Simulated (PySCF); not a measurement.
# Working out the ionisation energy of As²⁺

As²⁺ [Ar] 3d10 4s2 4p1 (2P) → As³⁺ [Ar] 3d10 4s2 (1S). Computed with PySCF 2.14 in aug-cc-pVDZ-DK (6s5p3d, 36 functions), with the spin-free X2C one-electron Hamiltonian (Gaussian nucleus). Frozen: [Ar] 3d10. Energies in hartree (1 hartree = 27.21139 eV):

| part | As²⁺ (lower) | As³⁺ (upper) |
| --- | --- | --- |
| UHF | -2257.910443 | -2256.900779 |
| MP2 opposite-spin | -0.031028 | -0.027513 |
| MP2 same-spin | -0.002102 | 0.000000 |

Task: What does Hartree-Fock give?

Result: (-2256.900779) − (-2257.910443) = 1.009664 hartree = 27.474 eV.

Task: What do MP2 and SCS-MP2 (6/5 opposite-spin, 1/3 same-spin) give?

Result: The opposite-spin parts differ by 0.096 eV and the same-spin parts by 0.057 eV. MP2: 27.474 + (0.096) + (0.057) = 27.627 eV. SCS-MP2: 27.474 + 1.2 × (0.096) + (0.057)/3 = 27.608 eV.

A first-order spin-orbit estimate adds 0.216 eV to MP2 (valence), giving 27.843 eV against 28.349 ± 0.012 eV (measured; NIST Atomic Spectra Database, ionization energies).

A double-zeta basis recovers only part of the correlation energy.

What remains against the reference includes basis incompleteness, the frozen core and correlation beyond second order.
